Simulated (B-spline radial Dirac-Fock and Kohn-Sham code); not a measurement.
The computed values come from a radial atomic solver: relaxed Dirac-Fock hole states (ΔSCF) with Breit and QED corrections and a finite nucleus. Free neutral atoms.

Q: Order these X-ray lines by photon energy, lowest first.
A. Ta Lγ5
B. Ir Lβ4
C. Dy Lβ4
D. Tm Lβ15
E. I Lγ2
F. Ta Lβ15

A: E (5049.8 eV), C (7207.5 eV), D (8455.9 eV), F (9637.5 eV), B (10513.1 eV), A (10564.5 eV).
